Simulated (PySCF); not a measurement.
# Radial density of Si+ (silicon, charge +1)

UHF, [Ne] 3s1 3p2, high-spin 4P determinant (an excited configuration). All numbers are calculated (PySCF 2.14, the non-relativistic Hamiltonian (point nucleus), in def2-QZVPPD).

```tsv
r (bohr)	4πr²ρ (e/bohr)	4πr²(ρα − ρβ)
0.00225	0.1052	0.0003
0.00378	0.2852	0.0008
0.00636	0.7508	0.0022
0.0107	1.881	0.0054
0.0180	4.341	0.0123
0.0303	8.732	0.0244
0.0509	13.99	0.0380
0.0857	15.58	0.0440
0.144	11.23	0.0719
0.242	10.51	0.2163
0.408	14.38	0.2718
0.686	8.187	-0.0169
1.15	1.752	0.6248
1.94	1.557	1.5399
3.26	0.5440	0.5440
5.49	0.01940	0.0194
9.23	4.047e-05	0.0000
```

Task: Where is the radial spin density 4πr²(ρα − ρβ) most negative, and why is it negative at all?

Result: Around r = 0.686 bohr, down to -0.0169 e/bohr: exchange with the open shell polarises the paired shells in an unrestricted calculation.
